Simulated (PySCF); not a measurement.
Species: C₄H₉BN₂.
InChI=1S/C4H9BN2/c1-3-4-5(6)7-2/h7H,6H2,1-2H3

Torsions of this conformer, `[CH3:1][C:2]#[C:3][B:4]([NH2:5])[NH:6][CH3:7]`: C3–B4–N6–C7 -1°, H–N5–B4–C3 1°, H–N5–B4–C3 180°.

The closed-shell ground state was solved at several levels (PySCF, density fitting, gas phase, non-relativistic). Isolated species at its PBE0-D3(BJ)/def2-SVP geometry (one conformer only).

```csv
level,basis functions,total energy (Eh),HOMO (eV),LUMO (eV),gap (eV),dipole (D)
wB97X-D/def2-SVPD,212,-291.9464,-8.36,1.88,10.24,0.37
B3LYP/pcJ-1,279,-292.2674,-6.09,0.42,6.51,0.55
PBE0/pcSseg-1,164,-291.8459,-6.35,0.60,6.95,0.47
```

(1) What might CAM-B3LYP/pcSseg-1 (164 basis functions) give for the same quantities?

(2) Over all these levels, which gives the widest orbital gap and which the narrowest?

(3) How far do the dipole and the HOMO energy spread over the levels?

## Answers

(1) Total energy -292.0502 Eh, HOMO -7.72 eV, LUMO 1.75 eV, gap 9.47 eV, dipole 0.49 D.

(2) wB97X-D/def2-SVPD (range-separated hybrid) has the widest, 10.24 eV, and B3LYP/pcJ-1 (global hybrid, 20 % exact exchange) the narrowest, 6.51 eV. Functional and basis both differ between the two, so the spread mixes both effects.

(3) The dipole runs from 0.37 to 0.55 D (mean 0.47 D) and the HOMO from -8.36 to -6.09 eV.

The pairwise dispersion term of wB97X-D wasn't added to the energies; at a given geometry it leaves orbitals and properties as they are.
